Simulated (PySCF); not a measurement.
```xyz
7

S     -1.4992    -1.6271    -0.2229
Al     0.1753    -0.2817     0.1011
S      0.0908     1.8638    -0.2445
S      2.0266    -1.1638     0.8090
H     -2.3326    -0.6605    -0.6332
H     -1.1893     1.8636    -0.6417
H      2.6751     0.0102     0.8404
```

Charge 0, multiplicity 1.

Task: Give the Mulliken and meta-Löwdin atomic charges from CAM-B3LYP-D3(BJ)/def2-TZVP (PySCF).

Result: 
```
atom  Mulliken (e)  meta-Löwdin (e)
----  ------------  ---------------
S1           -0.27            -0.32
Al2           0.39             0.66
S3           -0.28            -0.33
S4           -0.28            -0.33
H5            0.14             0.11
H6            0.14             0.11
H7            0.15             0.11
```
